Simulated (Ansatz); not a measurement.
A barrier at the coupled-cluster level

Start structure (Si2NH5F3, doublet), relaxed at PBE0-D4/def2-TZVP:

```xyz
11
angstrom
H -1.2967 -0.4687 1.1174
N -0.3893 -0.5124 0.6657
Si -0.4727 -1.1193 -1.0135
Si 0.5085 1.5164 0.8632
F 1.9138 0.7408 0.7918
F 0.9829 2.9959 1.2847
F 0.0389 1.7624 -0.6555
H 0.2166 -1.0663 1.2637
H -0.7693 -2.5763 -1.0022
H -1.5744 -0.3919 -1.6752
H 0.8416 -0.8804 -1.6402
```

The step: SiF₃ ([F][Si]([F])[F]) + SiNH₅ ([NH2][SiH3]) → SiHF₃ ([F][SiH]([F])[F]) + SiNH₄ ([NH][SiH3]); bonds formed: H1–Si4; bonds broken: H1–N2. Program: Ansatz 0.2.0. Basis: def2-TZVPP and def2-QZVPP. Cores are frozen in the correlated methods; orbitals are unrestricted. Extrapolation: Hartree–Fock as exp(−7.88 √X), correlation as X^−2.97. Energies below are by CCSD(T) at an estimated basis limit (MP2 extrapolated from triple and quadruple zeta, plus CCSD(T) − MP2 in triple zeta).

What are the electronic barrier and the energy of the step, from the start structure to the end structure? (Judge from chemistry; the value comes from the calculation.)

By the calculation: Barrier 28.82 kcal/mol; step energy 16.91 kcal/mol (uphill); reverse barrier, their difference, 11.91 kcal/mol. Barrier and step energy count from the start structure, the reverse barrier from the end structure.

The saddle point: One imaginary mode of 904i cm⁻¹.
```csv
pair,start (Å),saddle (Å),end (Å)
H1–Si4,2.70,1.59,1.46
H1–N2,1.01,1.46,2.64
```

Zero-point energy (harmonic, PBE0-D4): ZPE is 39.00 kcal/mol at the start and 33.45 kcal/mol at the saddle, so the barrier goes from 28.82 to 23.27 kcal/mol.

T1 diagnostic: at most 0.017. ⟨S²⟩ of the unrestricted Hartree–Fock references: 0.75 to 0.78 (a pure state has 0.75).

Radical steps of this kind take place in plasma deposition and etching.

Labels in which every atom is bracketed show which atoms are joined, not bond orders.

For scale, one of the runs: CCSD(T)/def2-TZVPP, 278 basis functions, launched by `ansatz run in.yaml --threads 4 --pin off --events-out ev --progress --plain --max-ram 63488MiB --backend cuda --devices 0, --max-vram 37GiB`. The run took 15 s on 4 CPU threads of an AMD EPYC 7R13 and a share of one NVIDIA H100 (shared host), with 0.9 GiB of host memory at its peak.
